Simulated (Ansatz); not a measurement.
Geometry optimisation of AlBrHS, SMILES `[SH][Al][Br]` radical.

```yaml
crystal:
  periodic: [false, false, false]
  atoms:
    - {symbol: S, position_ang: [-0.075480, 1.190135, -0.964321]}
    - {symbol: Al, position_ang: [-0.771072, -0.621358, 0.164626]}
    - {symbol: Br, position_ang: [0.636979, -2.393607, 0.551747]}
    - {symbol: H, position_ang: [0.265173, 1.764530, 0.227547]}
basis:
  gaussian: {orbitals: def2-TZVP}
magnetization: {spin_polarized: true, initial_magnetization: 1}
hamiltonian: {xc: pbe0, dispersion: d4}
relax: {f_tol: 0.005, max_steps: 150}
```

```sh
$ ansatz run in.yaml --threads 2 --pin off --events-out ev --progress --plain
```

Output, abridged:

```
Functional definition: PBE0
mean field -87482.37174537 eV, -3214.9178639611 hartree, gradient 4.4e-5 eV, S^2 0.753290; 0 other end points of the search recorded, 0 dependent functions left out
relax step   1: F+E_penalty+E_count = -87482.46857582 eV  Δ(F+E_penalty+E_count) = +0.000e0 eV  max|allowed force component| = 5.565e-1 eV/Å  Δτ_max = 0.0000 Å  (30 SCF iters, accepted)
mean field -87482.38214350 eV, -3214.9182460851 hartree, gradient 2.1e-5 eV, S^2 0.753115; 0 other end points of the search recorded, 0 dependent functions left out
relax step   2: F+E_penalty+E_count = -87482.47971145 eV  Δ(F+E_penalty+E_count) = -1.114e-2 eV  max|allowed force component| = 2.009e-1 eV/Å  Δτ_max = 0.0279 Å  (33 SCF iters, accepted)
mean field -87482.38661869 eV, -3214.9184105454 hartree, gradient 1.3e-5 eV, S^2 0.753057; 0 other end points of the search recorded, 0 dependent functions left out
relax step   3: F+E_penalty+E_count = -87482.48443483 eV  Δ(F+E_penalty+E_count) = -4.723e-3 eV  max|allowed force component| = 4.498e-2 eV/Å  Δτ_max = 0.0318 Å  (34 SCF iters, accepted)
mean field -87482.43125262 eV, -3214.9200508122 hartree, gradient 9.0e-6 eV, S^2 0.752970; 0 other end points of the search recorded, 0 dependent functions left out
relax step   4: F+E_penalty+E_count = -87482.52967836 eV  Δ(F+E_penalty+E_count) = -4.524e-2 eV  max|allowed force component| = 4.776e-1 eV/Å  Δτ_max = 0.1953 Å  (35 SCF iters, accepted)
mean field -87482.47275146 eV, -3214.9215758662 hartree, gradient 1.9e-5 eV, S^2 0.753008; 0 other end points of the search recorded, 0 dependent functions left out
relax step   5: F+E_penalty+E_count = -87482.57040848 eV  Δ(F+E_penalty+E_count) = -4.073e-2 eV  max|allowed force component| = 9.858e-1 eV/Å  Δτ_max = 0.1953 Å  (38 SCF iters, accepted)
mean field -87482.54741065 eV, -3214.9243195409 hartree, gradient 2.1e-5 eV, S^2 0.753050; 0 other end points of the search recorded, 0 dependent functions left out
relax step   6: F+E_penalty+E_count = -87482.64441874 eV  Δ(F+E_penalty+E_count) = -7.401e-2 eV  max|allowed force component| = 6.200e-1 eV/Å  Δτ_max = 0.1776 Å  (36 SCF iters, accepted)
mean field -87482.57916398 eV, -3214.9254864544 hartree, gradient 1.8e-5 eV, S^2 0.752947; 0 other end points of the search recorded, 0 dependent functions left out
relax step   7: F+E_penalty+E_count = -87482.67735176 eV  Δ(F+E_penalty+E_count) = -3.293e-2 eV  max|allowed force component| = 1.852e-1 eV/Å  Δτ_max = 0.2000 Å  (37 SCF iters, accepted)
mean field -87482.58379581 eV, -3214.9256566710 hartree, gradient 2.3e-5 eV, S^2 0.753016; 0 other end points of the search recorded, 0 dependent functions left out
relax step   8: F+E_penalty+E_count = -87482.68215988 eV  Δ(F+E_penalty+E_count) = -4.808e-3 eV  max|allowed force component| = 2.132e-1 eV/Å  Δτ_max = 0.0399 Å  (33 SCF iters, accepted)
mean field -87482.58973059 eV, -3214.9258747700 hartree, gradient 9.7e-6 eV, S^2 0.752936; 0 other end points of the search recorded, 0 dependent functions left out
relax step   9: F+E_penalty+E_count = -87482.68815169 eV  Δ(F+E_penalty+E_count) = -5.992e-3 eV  max|allowed force component| = 5.771e-2 eV/Å  Δτ_max = 0.0645 Å  (33 SCF iters, accepted)
mean field -87482.59062381 eV, -3214.9259075954 hartree, gradient 1.9e-5 eV, S^2 0.752936; 0 other end points of the search recorded, 0 dependent functions left out
relax step  10: F+E_penalty+E_count = -87482.68915735 eV  Δ(F+E_penalty+E_count) = -1.006e-3 eV  max|allowed force component| = 1.935e-2 eV/Å  Δτ_max = 0.0197 Å  (33 SCF iters, accepted)
mean field -87482.59055014 eV, -3214.9259048880 hartree, gradient 1.9e-5 eV, S^2 0.752928; 0 other end points of the search recorded, 0 dependent functions left out
relax step  11: F+E_penalty+E_count = -87482.68919944 eV  Δ(F+E_penalty+E_count) = -4.209e-5 eV  max|allowed force component| = 4.898e-3 eV/Å  Δτ_max = 0.0056 Å  (34 SCF iters, accepted)
mean field -87482.59055014 eV, -3214.9259048880 hartree, gradient 1.9e-5 eV, S^2 0.752928; 1 other end points of the search recorded, 0 dependent functions left out
Total energy: -87482.68922517 eV, -3214.9295311284 hartree
Atom 0 at     0.335008     1.031959    -0.766838 Å, force    -0.001506     0.004037     0.001416 eV/Å
Atom 1 at    -0.343194    -0.500034     0.648832 Å, force     0.000753     0.001944    -0.001183 eV/Å
Atom 2 at     0.369509    -2.610756     0.212956 Å, force     0.000083    -0.004898     0.000937 eV/Å
Atom 3 at    -0.305723     2.018531    -0.115351 Å, force     0.000671    -0.001083    -0.001169 eV/Å
Dipole moment:    -0.223224     0.291767     0.241132 e Å
```

It took 73 s on 2 threads of a server CPU on a shared host, with 0.41 GiB of host memory at the peak.
